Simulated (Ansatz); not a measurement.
CH₃FGeTe (`[F][GeH]1[CH2][Te]1`), charge 0, multiplicity 1.

Problem. Give a relaxed structure at PBE0-D4/def2-TZVP (Ansatz 0.2.0). (Estimate.)

Solution. Ansatz gave: 
```xyz
7

F    -0.274   -1.028    1.993
Ge   -0.604   -0.608    0.343
C     0.730    0.492   -0.478
Te   -1.082    1.772   -0.184
H    -1.300   -1.807   -0.291
H     1.556    0.821    0.143
H     0.975    0.359   -1.526
```
